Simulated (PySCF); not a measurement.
Li(Me) (CH3Li), SMILES [Li][CH3]. Atoms are numbered in the order given.

```xyz
5

Li     0.0000     0.0000    -1.5818
C      0.0000     0.0000     0.3870
H      0.8782     0.5071     0.8078
H      0.0000    -1.0141     0.8078
H     -0.8782     0.5071     0.8078
```
Charge 0, spin multiplicity 1.

Coordinates come from a B3LYP-D3(BJ)/def2-TZVPD optimisation. The isomer is the one that the SMILES or the coordinates give; other isomers of the formula were not compared.

Computed with TDDFT-M06-2X/def2-TZVPD run with PySCF.

Vertical excitations; the highest root listed may be one member of a degenerate set. Gas-phase values at a fixed geometry. State labels are in the subgroup Cs.

**Question.** Give excitation energies, oscillator strengths and character. (An estimate is asked for; the answer gives what the named calculation found.)

**Answer.** 
| state | symmetry | energy (eV) | λ (nm) | f | main pairs |
|---|---|---|---|---|---|
| S1 | A' | 2.99 | 415 | 0.081 | HOMO→LUMO 96 % |
| S2 | A" | 4.27 | 291 | 0.072 | HOMO→LUMO+2 (degenerate set) |
| S3 | A' | 4.27 | 291 | 0.072 | HOMO→LUMO+1 (degenerate set) |
| S4 | A' | 4.75 | 261 | 0.018 | HOMO→LUMO+3 86 % |
| S5 | A' | 6.03 | 206 | 0.000 | HOMO→LUMO+4 89 % |
| S6 | A' | 6.03 | 205 | 0.034 | HOMO→LUMO+5 (degenerate set) |
| S7 | A" | 6.03 | 205 | 0.034 | HOMO→LUMO+6 (degenerate set) |
| S8 | A" | 6.94 | 179 | 0.014 | HOMO−1→LUMO (degenerate set) |
| S9 | A' | 6.94 | 179 | 0.014 | HOMO−2→LUMO (degenerate set) |
| S10 | A' | 7.05 | 176 | 0.022 | HOMO→LUMO+7 92 % |
| T1 | A' | 3.12 | 397 | 0 | HOMO→LUMO 90 % |
| T2 | A" | 4.31 | 288 | 0 | HOMO→LUMO+2 (degenerate set) |
| T3 | A' | 4.31 | 288 | 0 | HOMO→LUMO+1 (degenerate set) |
| T4 | A' | 4.70 | 264 | 0 | HOMO→LUMO+3 87 % |
Triplets are in the Tamm–Dancoff approximation, which puts them higher than full response would, so one can lie above its singlet here.
